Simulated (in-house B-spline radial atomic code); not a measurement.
# Ionising Ir with different functionals

Computed with a radial B-spline atomic code at the basis-set limit: four-component Dirac-Coulomb Hamiltonian, Fermi nucleus of rms radius 5.4032 fm, spin-restricted, spherical fractional occupations for the functionals, and exact exchange of hybrids averaged over the configuration. The ionisation energy is the difference of two self-consistent energies, [Xe] 4f14 5d7 6s2 → [Xe] 4f14 5d7 6s1, without Breit or QED terms; ε is the level of the shell that loses the electron (mean over j).

| method | rung | ΔSCF (eV) | -ε(6s) (eV) |
| --- | --- | --- | --- |
| BHandHLYP | global hybrid | ? | ? |
| LC-wPBE | range-separated hybrid | 9.24 | 9.13 |
| HSE06 | range-separated hybrid | ? | ? |
| wB97X | range-separated hybrid | 9.33 | 8.97 |

(1) What does HSE06 give?

(2) What does BHandHLYP give?

(3) Among the functionals, which spreads more, the ΔSCF values or the orbital energies?

(4) How do they compare with the NIST value?

Results:

(1) ΔSCF 9.57 eV, and -ε(6s) = 6.65 eV.

(2) ΔSCF 9.15 eV, and -ε(6s) = 7.58 eV.

(3) The orbital energies: ΔSCF values span about 0.42 eV and the orbital energies 2.48 eV; here energy differences depend much less on the functional than eigenvalues do.

(4) NIST lists 8.967 eV (measured, ground level to ground level). Errors run from +0.19 to +0.61 eV; BHandHLYP is closest (+0.19 eV), but part of that can be cancellation, since the calculations leave out Breit-QED terms, spin polarisation, the choice among j levels, multiplet and fine-structure energies.
